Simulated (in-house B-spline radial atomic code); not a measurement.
Configurations of Ho²⁺, with energies counted from [Xe] 4f11. Method: scalar-relativistic (X2C) Hartree-Fock with fractional occupations, spin-polarised, spherical fractional occupations, Fermi nucleus of rms radius 5.2022 fm. Calculated with a B-spline radial code for spherical atoms. Shells without spins written out take the highest spin.

Caution: exact exchange at fractional occupations of open shells leaves self-interaction of up to several eV.

Occupations are held fixed; configurations that lie above the ionisation limit could autoionise.

| configuration | E - E(ref) (eV) | highest orbital | its <r> (bohr) |
| --- | --- | --- | --- |
| [Xe] 4f10 5f1 | 13.817 | 5f up | 6.768 |
| [Xe] 4f(4 up, 6 down) 6s(0 up, 1 down) | 19.1 | 6s down | 3.325 |
| [Kr] 4d10 4f11 5s2 5p5 6d1 | 42.348 | 6d up | 6.362 |
| [Kr] 4d10 4f(7 up, 4 down) 5s2 5p(3 up, 2 down) 6d(0 up, 1 down) | 42.555 | 6d down | 6.538 |
| [Kr] 4d10 4f11 5s2 5p5 6f1 | 45.98 | 6f up | 11.57 |
| [Kr] 4d10 4f(5 up, 6 down) 5s2 5p(3 up, 2 down) 6f(0 up, 1 down) | 58.899 | 6f down | 11.62 |
| [Kr] 4d(4 up, 5 down) 4f(4 up, 7 down) 5s2 5p6 5d(0 up, 1 down) | 185.43 | 5d down | 2.558 |

(1) Order these further configurations by energy, lowest first.
A. [Xe] 4f(5 up, 6 down)
B. [Xe] 4f10 6p1
C. [Kr] 4d9 4f11 5s2 5p6 6s1
D. [Kr] 4d10 4f11 5s2 5p5 5f1
E. [Xe] 4f10 5d1

(2) How far above the reference does [Xe] 4f10 6f1 lie?

(3) How far above the reference does [Xe] 4f10 6s1 lie?

Results:

(1) E (4.3315 eV), B (6.9982 eV), A (12.303 eV), D (43.893 eV), C (181.76 eV).

(2) 15.904 eV; its least bound orbital is 6f up with <r> = 11.55 bohr.

(3) 0.71754 eV; its least bound orbital is 4f down with <r> = 0.8712 bohr.
